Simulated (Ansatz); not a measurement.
`O[SiH2]N[SiH](F)F` at its PBE0-D4/def2-TZVP geometry, where that method's forces vanish. Total charge 0; spin multiplicity 1.

```json
{"atom": "O1", "x (Å)": "0.602", "y (Å)": "-1.304", "z (Å)": "-2.004"}
{"atom": "Si2", "x (Å)": "-0.479", "y (Å)": "-0.306", "z (Å)": "-1.282"}
{"atom": "N3", "x (Å)": "-0.460", "y (Å)": "-0.379", "z (Å)": "0.445"}
{"atom": "Si4", "x (Å)": "0.197", "y (Å)": "0.766", "z (Å)": "1.509"}
{"atom": "F5", "x (Å)": "1.762", "y (Å)": "0.931", "z (Å)": "1.283"}
{"atom": "F6", "x (Å)": "-0.010", "y (Å)": "0.224", "z (Å)": "2.985"}
{"atom": "H7", "x (Å)": "1.532", "y (Å)": "-1.176", "z (Å)": "-1.808"}
{"atom": "H8", "x (Å)": "-1.786", "y (Å)": "-0.752", "z (Å)": "-1.807"}
{"atom": "H9", "x (Å)": "-0.200", "y (Å)": "1.122", "z (Å)": "-1.586"}
{"atom": "H10", "x (Å)": "-0.776", "y (Å)": "-1.239", "z (Å)": "0.874"}
{"atom": "H11", "x (Å)": "-0.381", "y (Å)": "2.112", "z (Å)": "1.391"}
```

Problem. For each bond, give half the difference of the two atoms' forces along it (eV/Å; positive pushes the atoms apart) under PBE-D4, r2SCAN-D4, B3LYP-D4, ωB97M-V in def2-TZVPP. (An estimate is asked.)

Solution. The calculation gave: 
| bond | length (Å) | PBE-D4 | r2SCAN-D4 | B3LYP-D4 | ωB97M-V |
| --- | --- | --- | --- | --- | --- |
| O1–Si2 | 1.640 | 0.29 | 0.05 | 0.14 | 0.15 |
| O1–H7 | 0.959 | 0.33 | 0.02 | -0.02 | -0.06 |
| Si2–N3 | 1.729 | 0.00 | 0.00 | 0.08 | 0.05 |
| Si2–H8 | 1.477 | 0.03 | -0.03 | -0.15 | -0.17 |
| Si2–H9 | 1.486 | -0.01 | -0.03 | -0.10 | -0.14 |
| N3–Si4 | 1.696 | 0.01 | 0.01 | 0.04 | 0.03 |
| N3–H10 | 1.012 | 0.16 | 0.02 | -0.03 | -0.03 |
| Si4–F5 | 1.590 | 0.44 | 0.05 | 0.18 | 0.14 |
| Si4–F6 | 1.586 | 0.46 | 0.04 | 0.14 | 0.15 |
| Si4–H11 | 1.469 | -0.09 | -0.06 | -0.18 | -0.24 |

B3LYP here is the variant with VWN-RPA as its local correlation; programs differ in this.

All numbers were calculated with Ansatz.
